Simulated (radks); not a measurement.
Spherical jellium clusters: N electrons in a uniform positive sphere of charge N and radius rs N^(1/3), rs = 5.2 bohr. Calculated with a radial shooting solver with Libxc functionals: non-relativistic Kohn-Sham, LDA (Slater exchange, Perdew-Wang correlation), spin-polarised, spherical densities. Levels are named by radial order and angular momentum (1s, 1p, 1d, 2s, ...), and open shells are averaged over m.

N = 16, configuration 1s2 1p6 1d(up 5, down 3). This is the lowest configuration that the search found. Occupied and some empty levels:

| level | occupation | eigenvalue (eV) | <r> (bohr) |
|---|---|---|---|
| 1s up | 1 | -3.7308 | 8.135 |
| 1s down | 1 | -3.6361 | 7.958 |
| 1p up | 3 | -3.1994 | 9.636 |
| 1p down | 3 | -3.0810 | 9.610 |
| 1d up | 5 | -2.5290 | 10.66 |
| 1d down | 3 | -2.4069 | 10.70 |
| 2s up | 0 | -2.2028 | 8.614 |
| 2s down | 0 | -2.1505 | 8.725 |
| 1f up | 0 | -1.7422 | 11.56 |
| 1f down | 0 | -1.6263 | 11.65 |
| 2p up | 0 | -1.2873 | 10.66 |
| 2p down | 0 | -1.2278 | 10.73 |

Energy (eV): total -28.6965, kinetic 17.627, external -633.98, Hartree 315.65, exchange-correlation -46.978, background 318.98.
